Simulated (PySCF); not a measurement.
CH4ClGeNSi, SMILES Cl[Si@H]1N=[CH][GeH2]1. Heavy atoms are numbered as in [Cl:1][Si@H:2]1[N:3]=[CH:4][GeH2:5]1. Hydrogens are named by the atom that carries them.

Geometry optimised at B3LYP-D3(BJ)/def2-SVP. The structure was generated by enumeration; whether it is a known compound was not checked.

Computed with PySCF with PBE/def2-TZVP.

ESP charges are fitted to the potential on shells at 1.4 to 2.0 van der Waals radii. Atomic charges (e), one atom of each kind:

```
atom        ESP fit  Mulliken  Löwdin
----------  -------  --------  ------
Cl1           -0.11     -0.21    0.22
Si2 (SiH)      0.31      0.33   -0.17
N3            -0.45     -0.19   -0.01
C4 (CH)        0.26     -0.12   -0.36
Ge5 (GeH2)    -0.06      0.05    0.32
H on Si2      -0.01     -0.01   -0.03
H on C4        0.05      0.12    0.12
H on Ge5       0.01      0.01   -0.05
```
